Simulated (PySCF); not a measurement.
Isomers of C6H12BP, mass 126.077 u with the commonest isotopes. Level of theory: PBE0-D3(BJ)/def2-SVP geometry optimisation, gas phase in PySCF. One conformer each, none proved a minimum here; rigid rotors.

Question: Order these by rotational constant C, smallest first.
A. `[BH3-:1][P+:2]1([CH2:3][C:4]#[CH:5])[CH2:6][CH2:7][CH2:8]1` with B1–P2–C3–C4 179°, B1–P2–C6–C7 131°, P2–C6–C7–C8 -10°, C6–C7–C8–P2 10°, B1–P2–C8–C7 -132°
B. `[BH3-:1][P+:2]1([C:3]#[C:4][CH3:5])[CH2:6][CH2:7][CH2:8]1` with B1–P2–C6–C7 137°, P2–C6–C7–C8 -19°, C6–C7–C8–P2 19°, B1–P2–C8–C7 -137°
C. `[BH3-][P+]1(C)C=CCC=C1`

Answer: B (880.5 MHz), A (1106 MHz), C (1239 MHz).

Question: Order these by out-of-plane moment Σ m c² = (Ia + Ib − Ic)/2, smallest first.
A. `[BH3-:1][P+:2]1([CH2:3][C:4]#[CH:5])[CH2:6][CH2:7][CH2:8]1` with B1–P2–C3–C4 179°, B1–P2–C6–C7 131°, P2–C6–C7–C8 -10°, C6–C7–C8–P2 10°, B1–P2–C8–C7 -132°
B. `[BH3-][P+]1(C)C=CCC=C1`
C. `[BH3-:1][P+:2]1([C:3]#[C:4][CH3:5])[CH2:6][CH2:7][CH2:8]1` with B1–P2–C6–C7 137°, P2–C6–C7–C8 -19°, C6–C7–C8–P2 19°, B1–P2–C8–C7 -137°

Answer: C (48.98 u·Å²), A (50.15 u·Å²), B (76.69 u·Å²).

Question: Order these by dipole moment, largest first.
A. `[BH3-:1][P+:2]1([CH2:3][C:4]#[CH:5])[CH2:6][CH2:7][CH2:8]1` with B1–P2–C3–C4 179°, B1–P2–C6–C7 131°, P2–C6–C7–C8 -10°, C6–C7–C8–P2 10°, B1–P2–C8–C7 -132°
B. `[BH3-][P+]1(C)C=CCC=C1`
C. `[BH3-:1][P+:2]1([C:3]#[C:4][CH3:5])[CH2:6][CH2:7][CH2:8]1` with B1–P2–C6–C7 137°, P2–C6–C7–C8 -19°, C6–C7–C8–P2 19°, B1–P2–C8–C7 -137°

Answer: B (6.05 D), C (5.66 D), A (4.78 D).

| SMILES | point group | Ia (u·Å²) | Ib (u·Å²) | Ic (u·Å²) | κ | μa (D) | μb (D) | μc (D) |
| --- | --- | --- | --- | --- | --- | --- | --- | --- |
| [BH3-][P+]1(C)C=CCC=C1 | Cs | 187.47 | 373.74 | 407.83 | -0.84 | 4.72 | 0.01 | 3.79 |
| [BH3-][P+]1(CC#C)CCC1 | – | 212.21 | 345.04 | 456.96 | -0.44 | 4.03 | 2.58 | 0.02 |
| [BH3-][P+]1(C#CC)CCC1 | – | 203.50 | 468.43 | 573.99 | -0.75 | 2.32 | 5.17 | 0.01 |
